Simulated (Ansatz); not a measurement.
The cluster Sn6S12 (the lowest singlet isomer of a short search), 18 atoms. Hardware: 2 threads of AMD EPYC 7R13 on a shared host and a share (18 GiB) of an NVIDIA H100 80GB HBM3.

In the def2 sets Sn takes a core potential; there is no spin–orbit coupling. Correlated methods freeze 84 core orbitals; core or outer-core shells of Sn are correlated, in sets that lack core-valence functions. Single mean-field runs in def2-TZVP are fitted with def2-universal-jkfit.

**Question.** How many basis functions does each of these Ansatz runs have, and roughly what does it cost? r2SCAN-D4/def2-TZVP, charge 0 singlet, energy, from earlier orbitals; PBE0-D4/def2-SVP, charge 0 singlet, energy, from earlier orbitals; MP2/def2-SVP, charge 0 singlet, energy, from earlier orbitals; PBE-D4/def2-TZVP, charge 0 singlet, energy and forces, from earlier orbitals; BLYP-D4/def2-TZVP, charge 0 singlet, energy, from earlier orbitals; PBE-D4/def2-SVP, charge 0 singlet, relaxation, 23 steps; PBE-D4/def2-SVP, charge 0 singlet, energy, from earlier orbitals; PBE0-D4/def2-TZVP, charge 0 singlet, energy, from earlier orbitals; RPA@PBE/def2-SVP, charge 0 singlet, energy, from earlier orbitals.

**Answer.** Other jobs shared the machine, so times can vary by a factor of up to 3.

```
                                                                         run  functions  fitting or Cholesky vectors  wall time  peak host memory (GiB)
            PBE-D4/def2-SVP, charge 0 singlet, energy, from earlier orbitals        372                         4206      3.3 s                     1.1
          BLYP-D4/def2-TZVP, charge 0 singlet, energy, from earlier orbitals        744                         2844      4.1 s                     1.1
           PBE0-D4/def2-SVP, charge 0 singlet, energy, from earlier orbitals        372                         3963      5.5 s                     1.1
               MP2/def2-SVP, charge 0 singlet, energy, from earlier orbitals        372                         3963        6 s                     1.1
          PBE0-D4/def2-TZVP, charge 0 singlet, energy, from earlier orbitals        744                         2844        6 s                     1.1
        r2SCAN-D4/def2-TZVP, charge 0 singlet, energy, from earlier orbitals        744                         2844        8 s                     1.2
PBE-D4/def2-TZVP, charge 0 singlet, energy and forces, from earlier orbitals        744                         2844        8 s                     1.2
           RPA@PBE/def2-SVP, charge 0 singlet, energy, from earlier orbitals        372                         3963       10 s                     2.2
                     PBE-D4/def2-SVP, charge 0 singlet, relaxation, 23 steps        372                         4206       91 s                     1.1
```
